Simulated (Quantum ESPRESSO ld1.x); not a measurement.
Problem. Neutral krypton, configuration [Ar] 3d10 4s2 4p5.5 5p0.5 (fractional occupations, a model configuration). Calculated with ld1.x of Quantum ESPRESSO 7.5: Dirac Kohn-Sham, PBEsol, spin-unpolarised, spherical densities, point nucleus; open shells fill j = l - 1/2 first. Some entries of the table are withheld. Estimate them.

orbital,occ.,eigenvalue (eV),r(max) (bohr),<1/r> (bohr^-1)
1s1/2,2,-14147.1,0.02709,36.75
2s1/2,2,(1),0.1544,8.223
2p1/2,2,-1687.34,0.1212,8.194
2p3/2,4,-1633.57,0.1245,7.909
3s1/2,2,-267.453,0.4674,2.712
3p1/2,2,-204.287,0.4576,2.598
3p3/2,4,-196.370,0.4664,2.530
3d3/2,4,(2),0.4093,(3)
3d5/2,6,(4),0.4120,(5)
4s1/2,2,-26.6861,1.334,0.8599
4p1/2,2,-13.0505,1.514,0.7152
4p3/2,3.5,-12.3703,1.546,0.6975
5p1/2,0.5,-0.8070,8.505,0.1265
5p3/2,0,-0.7943,8.608,0.1249

Solution. 
(1) 2s1/2 eigenvalue (eV): -1866.30
(2) 3d3/2 eigenvalue (eV): -86.1920
(3) 3d3/2 <1/r> (bohr^-1): 2.282
(4) 3d5/2 eigenvalue (eV): -84.8890
(5) 3d5/2 <1/r> (bohr^-1): 2.265
